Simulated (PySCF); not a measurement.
Job file and geometry (Å, from PBE0-D3(BJ)/def2-SVP) of an NMR shielding run on Pd(PH3)2, H6P2Pd, PySCF, GIAO B3LYP/pcSseg-1 Pd:def2-TZVP NMR shielding, core potentials past Kr, else non-relativistic, gas phase; density fitting, a coarse starting grid and PySCF grid level 2 are the driver's defaults:

```
{"job": {"kind": "nmr", "xc": "B3LYP", "basis": {"default": "pcSseg-1", "Pd": "def2-TZVP"}, "pop": false}, "charge": 0, "multiplicity": 1}
Pd     0.008638     0.022260     0.000123
P     -0.000197    -0.008153     2.261821
H      0.799564    -0.940682     2.980667
H     -1.202062    -0.259687     2.981627
H      0.388227     1.132673     3.019369
P      0.003640     0.017152    -2.261755
H      1.177521     0.335965    -3.000996
H     -0.868180     0.869436    -2.996380
H     -0.307141    -1.168962    -2.984476
```

**Question.** Write the output of this run.

**Answer.** 
```
coarse grid: 35832 points
cycle   1  E = -812.3273028341  dE = -7.453e+00  |g| = 3.252e+00  |ddm| = 5.627e+00
cycle   2  E = -790.2007174004  dE =  2.213e+01  |g| = 6.402e+00  |ddm| = 3.115e+01
cycle   3  E = -813.0404309559  dE = -2.284e+01  |g| = 2.159e+00  |ddm| = 3.114e+01
cycle   4  E = -814.2101888391  dE = -1.170e+00  |g| = 7.948e-01  |ddm| = 3.820e+00
cycle   5  E = -814.2977392585  dE = -8.755e-02  |g| = 3.593e-01  |ddm| = 9.917e-01
cycle   6  E = -814.3215027451  dE = -2.376e-02  |g| = 1.831e-02  |ddm| = 3.204e-01
cycle   7  E = -814.3215675308  dE = -6.479e-05  |g| = 9.771e-03  |ddm| = 4.513e-02
cycle   8  E = -814.3215934863  dE = -2.596e-05  |g| = 1.380e-03  |ddm| = 1.493e-02
cycle   9  E = -814.3215938989  dE = -4.127e-07  |g| = 5.159e-04  |ddm| = 1.971e-03
final grid: 70488 points
cycle  10  E = -814.3216229862  dE =  4.581e-08  |g| = 7.454e-04  |ddm| = 1.379e-03
cycle  11  E = -814.3216227280  dE =  2.583e-07  |g| = 1.427e-03  |ddm| = 1.902e-03
cycle  12  E = -814.3216230732  dE = -3.452e-07  |g| = 3.714e-04  |ddm| = 1.314e-03
cycle  13  E = -814.3216230988  dE = -2.567e-08  |g| = 1.079e-05  |ddm| = 3.468e-04
cycle  14  E = -814.3216230989  dE = -2.660e-11  |g| = 1.043e-06  |ddm| = 1.656e-05
converged SCF energy = -814.3216230989

GIAO shielding tensors (ppm)
atom      isotropic    diamagn.    paramagn.     s11        s22        s33       span
  0 Pd         nan         nan         nan        nan        nan        nan        nan
  1 P      521.965     966.566    -444.601    508.818    509.092    547.984     39.166
  2 H       28.120      27.910       0.209     22.568     24.352     37.439     14.871
  3 H       28.119      27.913       0.207     22.567     24.354     37.437     14.870
  4 H       28.138      27.867       0.271     22.612     24.321     37.480     14.868
  5 P      521.951     966.566    -444.615    508.884    508.978    547.990     39.107
  6 H       28.132      27.881       0.251     22.596     24.332     37.468     14.872
  7 H       28.130      27.886       0.244     22.591     24.335     37.463     14.872
  8 H       28.116      27.924       0.193     22.560     24.361     37.428     14.868
```

**Question.** Turn these shieldings into chemical shifts. Shifts are taken against calculated references (same method and geometry level): 31P (297.42 ppm) vs H3PO4; 1H (31.38 ppm) vs TMS.

**Answer.** Averaging equivalent atoms: P 1/5: -224.5; H 2/3/4/6/7/8: 3.26 ppm. No reference was computed at this level for Pd. Experimental scales use liquid or dissolved standards, which lie at an offset from isolated H3PO4.

Pd is described by an effective core potential, so it has no shielding of its own here; spin–orbit effects on the atoms bonded to it, which can be large, are absent, and the values of these neighbours are rough.

Size and cost of the density-fitted run: 118 basis functions, 18 s wall time on 1 thread of an x86-64 server CPU, shared host.
